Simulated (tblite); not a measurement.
Compound: C₆H₁₇PSi.
Cartesian coordinates in Å at the GFN2-xTB level; atoms count from 1:
```
atom  x, y, z in Å
C1     2.983    1.380    0.466
Si2    2.072   -0.284    0.516
P3     0.448   -0.190   -1.031
C4     0.255   -2.009   -1.321
C5    -1.120    0.220   -0.045
C6    -2.250    0.383   -1.066
C7    -0.875    1.560    0.649
C8    -1.514   -0.833    0.985
H9     2.378    2.189    0.862
H10    3.253    1.640   -0.553
H11    3.895    1.333    1.052
H12    2.991   -1.355    0.102
H13    1.698   -0.590    1.908
H14    1.137   -2.343   -1.864
H15   -0.619   -2.191   -1.945
H16    0.172   -2.575   -0.396
H17   -1.996    1.154   -1.791
H18   -3.176    0.667   -0.567
H19   -2.424   -0.547   -1.603
H20   -0.152    1.452    1.456
H21   -1.803    1.944    1.071
H22   -0.493    2.291   -0.062
H23   -0.694   -1.046    1.668
H24   -1.819   -1.759    0.504
H25   -2.357   -0.468    1.571
```

Method: GFN2-xTB as coded in tblite; computed harmonic values from a numerical Hessian at the method's own geometry, unscaled. The method is semi-empirical: single wavenumbers can be off by several per cent or more. Modes of hydrogen on silicon can be 10 to 20 % off. One conformer, not necessarily the lowest.

Harmonic wavenumbers (cm⁻¹): 42.5, 63.5, 101.5, 123.7, 145.3, 186.4, 193.0, 204.6, 221.9, 246.8, 253.3, 287.1, 296.5, 340.3, 383.6, 398.2, 421.9, 485.0, 568.4, 605.7, 661.8, 729.1, 755.1, 806.3, 824.9, 836.1, 856.0, 877.2, 879.5, 959.2, 961.2, 963.6, 1023.6, 1027.6, 1193.8, 1220.7, 1230.8, 1317.9, 1371.0, 1402.7, 1403.0, 1423.6, 1453.9, 1460.4, 1485.3, 1486.5, 1487.8, 1493.0, 1494.2, 1502.0, 1506.3, 1512.2, 2152.4, 2192.3, 2998.4, 2999.1, 3000.1, 3004.1, 3006.3, 3009.3, 3011.6, 3017.8, 3019.6, 3024.5, 3029.7, 3035.2, 3039.3, 3043.6, 3050.8.

A = 1866, B = 994.8, C = 830.8 MHz; mass 148.084 u (most abundant isotopes); point group C1, symmetry number 1.

Task: What is the zero-point energy?

Result: Half the sum of the wavenumbers: 46405 cm⁻¹ = 555.12 kJ/mol.

Task: Entropy at 298.15 K, 1 bar (ideal gas, RRHO, classical rotation)?

Result: Translation 171.19, rotation 124.36, vibration 175.96: S = 471.5 J/(mol K).

Task: And Cp and H(298.15 K) − H(0)?

Result: Cp = 213.90 J/(mol K), of which vibrations give 180.64 (their classical limit is 69 R = 573.7); H(298.15 K) − H(0) = 38.07 kJ/mol without the zero-point energy, 28.15 from vibrations.

Task: Blend soft modes into free rotors: weight 1/[1 + (100 cm⁻¹/ν̃)⁴] for the oscillator and the rest for a rotor with moment μB/(μ + B), μ = h/(8π²ν), B = 10⁻⁴⁴ kg m². What vibrational entropy results?

Result: 164.69 J/(mol K) in place of 175.96, which changes −T·S at 298.15 K by +3.36 kJ/mol.

Task: How do the functions run with temperature in this model?

Result: 
```tsv
T (K)	S (J/(mol K))	Cp (J/(mol K))	H − H(0) (kJ/mol)	G − H(0) (kJ/mol)	ln q(vib)
50	252.2	61.2	2.20	-10.41	0.64
100	307.1	101.3	6.28	-24.43	2.21
373.15	523.6	251.3	55.53	-139.85	12.63
500	605.1	306.8	91.04	-211.52	17.26
750	746.1	388.6	178.63	-380.91	25.85
1000	866.1	445.3	283.28	-582.81	33.71
```

q(vib) and H(0) count from the zero-point level.

Task: Which modes carry the vibrational entropy at 298.15 K?

Result: 42.5 cm⁻¹: 21.50; 63.5 cm⁻¹: 18.18; 101.5 cm⁻¹: 14.33; 123.7 cm⁻¹: 12.73; 145.3 cm⁻¹: 11.43; 186.4 cm⁻¹: 9.47 J/(mol K); the other 63 give 88.32 together.

Task: What must be added to the electronic energy to get the Gibbs energy at 298.15 K and 1 bar?

Result: ZPE + [H(298.15 K) − H(0)] − T·S = 555.12 + 38.07 − 140.58 = 452.61 kJ/mol.

Hindered rotation and anharmonicity are outside this model. Other conformers, if any are populated, would add a mixing term that is left out. The structure is chiral; the term R ln 2 for an equal mix with its mirror image is left out.
